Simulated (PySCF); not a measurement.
**Shieldings and the share of exact exchange**

Molecule: `B[SiH2]C[SiH3]`, CH9BSi2.

Structure with atom numbers: `[BH2:1][SiH2:2][CH2:3][SiH3:4]`. Hydrogens are named by the atom that carries them.

GIAO shieldings (ppm, equivalent atoms averaged) in PySCF on the PBE0-D3(BJ)/def2-SVP geometry, basis pcSseg-2, gas phase, non-relativistic:

```tsv
functional	exact exchange (%)	σ(B1)	σ(Si2)	σ(Si4)
BLYP	0	-36.1	375.9	380.6
BP86	0	-33.1	388.0	390.9
PBE	0	-37.0	389.2	392.8
B3LYP	20	-29.4	390.1	392.9
PBE0	25	-27.3	406.5	407.5
mPW1PW91	25	-25.3	405.0	405.7
HF	100	3.3	443.1	441.7
```

Q: Fit each shielding as a line in the percentage of exact exchange.

A: σ(B1) = -35.8 + 0.39 x (rms 1.4 ppm); σ(Si2) = 385.3 + 0.59 x (rms 5.7 ppm); σ(Si4) = 388.6 + 0.54 x (rms 5.0 ppm). The functionals also differ in their semilocal parts, which the line can't hold; Hartree–Fock has no correlation at all.

Q: What does the line predict for BHandHLYP (50 %), and what does the run give?

A: σ(B1): -16.3 predicted, -18.7 computed; σ(Si2): 414.8 predicted, 409.4 computed; σ(Si4): 415.6 predicted, 410.3 computed ppm.
